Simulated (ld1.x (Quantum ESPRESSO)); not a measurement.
silicon: excitation energies, all-electron against TM

- Element: Si
- Generator: ld1.x (Quantum ESPRESSO) 7.5
- Type: norm-conserving Troullier–Martins (Kleinman–Bylander form)
- Functional: LDA (PZ)
- Relativity: scalar-relativistic
- Frozen core: [Ne]
- Valence charge: 4
- Reference configuration: 3s2 3p2
- Partial waves: 3s (bound): rc 1.70 bohr; 3p (bound): rc 2.35 bohr
- Local potential: the p channel
- Core correction: none

Energies are relative to the spin-unpolarised reference configuration 3s2 3p2; without spin polarisation the order of configurations can differ from experiment. Spin-polarised rows fill each open shell by Hund’s rule, majority spin first. The frozen-core shift is the all-electron ΔE with the core orbitals held at their reference shape minus the fully relaxed ΔE.

| valence configuration | charge | ΔE all-electron (eV) | error AE − PS (meV) | frozen-core shift (meV) |
| --- | --- | --- | --- | --- |
| 3s2 3p1 | +1 | 7.829 | +3.2 | +1.4 |
| 3s2 3p0 | +2 | 23.943 | +32 | +14 |
| 3s1 3p0 | +3 | 58.088 | +222 | +76 |
| 3s1 3p3 | 0 | 6.807 | +4.5 | +0.8 |
| 3s2 3p1.5 | +0.5 | 2.965 | +0.4 | +0.2 |
| 3s2 3p2.3 | -0.3 | -0.957 | +0.1 | 0.0 |
| 3s2 3p2 (spin-polarised) | 0 | -0.611 | +41 | +0.6 |
| 3s2 3p1 (spin-polarised) | +1 | 7.624 | +21 | +1.6 |

(1) What are ΔE and the potential's error for 3s0 3p4?

Levels in the configuration 3s2 3p2.3:

| level | all-electron (eV) | pseudo (eV) |
| --- | --- | --- |
| 3s | -8.781 | -8.782 |
| 3p | -2.244 | -2.244 |

## Answers

(1) ΔE = 13.779 eV all-electron; the error (AE − PS) is +20 meV.
